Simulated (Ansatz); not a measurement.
A made-up structure of AlB₂H₄Cl, closed shell:

```xyz
8
angstrom
B -1.1833 1.3831 0.5547
Al 0.3491 0.4201 -0.5374
B 0.1883 -2.9064 -0.7137
Cl 1.0270 -1.5324 -0.0131
H -2.3478 1.2347 0.3054
H -0.9590 2.1050 1.4871
H 1.0059 1.1318 -1.8078
H 2.0188 -1.8695 0.8065
```

It is relaxed with PBE-D4/def2-SVP and then PBE0-D4/def2-TZVP (Ansatz 0.2.0). Atoms count as bonded within 1.22 times the sum of their covalent radii (H–H: 0.88 Å). The end point is not checked to be a true minimum.

(1) Does its bonding change? (Judge from chemistry; the calculation decides.)

## Answers

(1) The calculation gives: Yes. Formed: Al2–B3; broken: Al2–Cl4.

Where it ends: The first stage lowers the energy by 4.08 eV in 31 steps. It ends as AlB₂H₄Cl ([BH2][AlH][B][ClH]):
| atom | x (Å) | y (Å) | z (Å) |
| --- | --- | --- | --- |
| B1 | -1.4726 | 1.3709 | 0.3823 |
| Al2 | 0.0207 | 0.4995 | -0.8405 |
| B3 | 1.4979 | -0.5959 | 0.0422 |
| Cl4 | 2.2058 | -1.9685 | 0.6908 |
| H5 | -2.6203 | 1.0269 | 0.3098 |
| H6 | -1.2460 | 2.2110 | 1.2075 |
| H7 | 0.1842 | 0.7530 | -2.4044 |
| H8 | 1.5293 | -3.3306 | 0.6939 |

Labels in which every atom is bracketed show which atoms are joined, not bond orders.

For scale, one of the runs: PBE0-D4/def2-TZVP relaxation, 160 basis functions, launched by `ansatz run in.yaml --threads 2 --pin off --events-out ev --progress --plain --max-ram 4352MiB`. The run took about 44 s on 2 CPU threads of an Arm Neoverse V2 (shared host).
